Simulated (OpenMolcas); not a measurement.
**What dynamic correlation does to the levels of Tm IV**

* Program: OpenMolcas 26.06
* Basis: ANO-RCC-VTZP [8s7p5d3f2g1h]
* Scalar Hamiltonian: DKH2, point nucleus
* Active space: 12 electrons in 14 orbitals (RAS2 4f; RAS3 5f, at most 2 electrons)
* State averaging: 2S+1 = 3 even, 18 roots; 2S+1 = 1 even, 14 roots kept (CI in the orbitals of an earlier block)
* Spin-orbit coupling: RASSI with atomic mean-field integrals over the reference wave functions, term energies averaged over their components

Methods on the same reference wave functions:
A. RASSCF
B. SS-RASPT2, IPEA 0.25 Eh, imaginary shift 0.1 Eh (closed shells correlated: 5s 5p)

Energies in cm-1 above 4f12 3H6, the measured ground level; measured values from the list in Tchang-Brillet, Wyart, Meftah and Ait Mammar, Atoms 6, 52 (2018).

```
          Level      A      B  Measured
       4f12 3H6    0.0    0.0       0.0
4f12 3F4 [55 %]   6397   5490          
       4f12 3H5   8079   8080      8217
4f12 3H4 [59 %]  13011  12560     12547
       4f12 3F3  15895  14370     14410
       4f12 3F2  17346  15540     15090
4f12 1G4 [58 %]  21802  21640     21174
```

Deviations, from unrounded energies. A percentage is the sum of absolute deviations over the sum of measured energies, with the sign that they share, or ± where signs differ.

```json
{"Against measurement": "mean absolute deviation (cm-1)", "Levels": "5", "A": "990", "B": "220"}
{"Against measurement": "fine structure of the ground term (%)", "Levels": "2", "A": "±2.9", "B": "±0.7"}
{"Against measurement": "other terms of the ground configuration (%)", "Levels": "3", "A": "+8.6", "B": "±1.9"}
```

B lies closest to measurement on these levels. The largest miss of B in the table is 4f12 1G4 [58 %], by +470 cm-1. The ranking rests on the paired levels alone, and a cruder setting can come out closer through cancelling errors.

From A to B the spin-free energies of the other terms of 4f12 shown, above 3H, scale by factors of 0.80 to 1.00.

The lowest spin-free term lies below A's lowest term by 0.733 hartree in B.

Term energies are means over components that CASPT2 splits; among the terms shown or strongly mixed into the levels shown the widest spread is 210 cm-1 (4f12 1G, B). Terms from blocks run as CI alone lack orbitals of their own. Active for correlation alone: 5f; no level in the range computed is led by a configuration that fills it, so any true level of that kind is missing. Without dynamic correlation excited terms often stand tens of per cent too high (terms of higher spin than the ground term too low), and those without a measured partner can miss by more than the paired ones (holds for A). Computed and measured levels are paired by configuration, term and J; levels that our copy of the source lacks, or whose pairing is in doubt (as where it misses far off the trend of its configuration), stay unpaired and out of the deviations. Only configurations of the active space appear. Levels that lie high or do not pair safely by name in every column are left out.

A share in square brackets marks a mixed level and gives the weight of the term that names it, the lowest over the columns.
